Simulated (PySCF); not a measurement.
**Continuum solvent and chemical shifts**

Mapped SMILES: `[CH3:1][c:2]1[cH:3][cH:4][c:5]([C:6]#[C:7][B:8]([OH:9])[OH:10])[cH:11][cH:12]1`; H(Xn) means a hydrogen on atom n.

GIAO PBE0/pcSseg-1 in PySCF on one PBE0-D3(BJ)/def2-SVP conformer, non-relativistic, equivalent nuclei averaged. Solvents enter as an IEF-PCM continuum (cyclohexane with ε = 2.0, chloroform with ε = 4.7) around the gas-phase geometry. Shifts are referred to TMS, BF3·OEt2 computed in the same medium.

In cyclohexane, δ in ppm: C2 146.5, C4/C11 141.5, C3/C12 134.7, C5 123.9, C6 105.5, C7 96.7, C1 23.7, B8 20.1, H(C4)/H(C11) 7.72, H(C3)/H(C12) 7.35, H(O9)/H(O10) 3.57, H(C1) 2.43. Dipole moment 0.84 D.

(1) How does each δ change in the more polar medium?

(2) Which nuclei move most (in ppm), and what does the model miss?

Answers

(1) 
| atoms | environment | Δδ, chloroform |
| --- | --- | --- |
| C2 | substituted aromatic carbon | +1.8 |
| C4/C11 | aromatic CH | +0.3 |
| C3/C12 | aromatic CH | +0.7 |
| C5 | substituted aromatic carbon | -0.7 |
| C6 | alkyne carbon | +0.6 |
| C7 | alkyne carbon | -0.2 |
| C1 | methyl carbon on an aromatic ring | +0.2 |
| B8 | boron bonded to C, 2 O | +0.2 |
| H(C4)/H(C11) | hydrogen on an aromatic CH | +0.05 |
| H(C3)/H(C12) | hydrogen on an aromatic CH | +0.11 |
| H(O9)/H(O10) | hydrogen on an oxygen bonded to B | +0.51 |
| H(C1) | hydrogen on a methyl carbon on an aromatic ring | +0.04 |

Changes are relative to cyclohexane. The dipole moment becomes 0.74 D in chloroform.

(2) C2 (substituted aromatic carbon, +1.8 ppm) in chloroform. A continuum only polarises the solute; specific hydrogen bonds, the anisotropy of aromatic solvents and changes of geometry or conformer are outside it.
